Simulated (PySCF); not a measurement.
C4H4BF, SMILES FB1C=CC=C1. Geometry: PBE-D3(BJ)/def2-SVP. The structure was generated by enumeration, and PubChem lists no compound with its InChIKey, so it may never have been made.

Calculation: PBE-D3(BJ)/def2-SVP (PySCF).

Harmonic wavenumbers (cm⁻¹): 143, 360, 376, 525, 590, 677, 720, 745, 780, 914, 967, 967, 1027, 1033, 1081, 1268, 1287, 1392, 1560, 1599, 3097, 3110, 3159, 3160. Rotational constants (GHz): 7.471, 3.348, 2.312; symmetry number 2.

Question: Work out the zero-point energy and the ideal-gas rigid-rotor harmonic-oscillator thermochemistry at 298.15 K and 1 atm.

Answer: ZPE = ½ Σ hcν = ½ × 30538 cm⁻¹ = 43.66 kcal/mol. H − E(el) = 47.52 kcal/mol. Entropy in cal/(mol K): translation 39.12, rotation 24.74, vibration 7.78, total 71.65. G − E(el) = 26.16 kcal/mol. Cp = 21.12 cal/(mol K). Modes under 150 cm⁻¹ make the vibrational entropy uncertain.
